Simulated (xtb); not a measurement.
xtb input:

```bash
xtb mol.xyz --gfn 2 --sp --chrg 0 --uhf 0
```
mol.xyz:
```
5

Hf     0.89019416    -0.20743228     0.62622201
I     -1.28927952     0.30042681    -0.90696531
H      2.42066777     0.40717204    -0.19535037
H      0.74095830     0.62343262     2.26404414
H      1.07620907    -2.01810137     0.91248245
```

Predict the final energy.

-6.96808 Eh (GFN2-xTB).
